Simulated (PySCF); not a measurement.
Species: C2H8N2Si2.
Geometry (PBE0-D3(BJ)/def2-SVP, Å), atoms numbered from 1 in this order:
```
atom  x, y, z in Å
C1     0.2782    2.9447    0.7074
C2     0.7807    1.8635    0.4587
Si3    1.5371    0.2146    0.1019
N4     0.7290   -1.0765    0.9325
Si5   -0.8754   -1.6235    0.5357
N6    -1.5873   -0.3546   -0.3826
H7    -0.1574    3.9036    0.9266
H8     1.5264    0.0247   -1.3743
H9     2.9438    0.2631    0.5981
H10    1.1518   -1.4028    1.7959
H11   -1.5342   -1.9887    1.8321
H12   -0.9330   -2.8222   -0.3576
H13   -1.7262    0.5803   -0.0171
H14   -2.1384   -0.5376   -1.2110
```

The closed-shell ground state was solved at several levels (PySCF, density fitting, gas phase, non-relativistic).

```
              level  basis functions  HOMO (eV)  LUMO (eV)  gap (eV)  dipole (D)
       KT2/pcSseg-2              342      -6.12      -1.27      4.85        1.14
CAM-B3LYP/def2-SVPD              192      -8.72       0.80      9.52        1.11
```

What might PBE0/pcSseg-1 (156 basis functions) give for the same quantities?

HOMO -7.30 eV, LUMO -0.08 eV, gap 7.22 eV, dipole 1.25 D.

Over all these levels, which gives the widest orbital gap and which the narrowest?

CAM-B3LYP/def2-SVPD (range-separated hybrid) has the widest, 9.52 eV, and KT2/pcSseg-2 (GGA) the narrowest, 4.85 eV. Functional and basis both differ between the two, so the spread mixes both effects.

How far do the dipole and the HOMO energy spread over the levels?

The dipole runs from 1.11 to 1.25 D (mean 1.17 D) and the HOMO from -8.72 to -6.12 eV.

One conformer stands for the species.
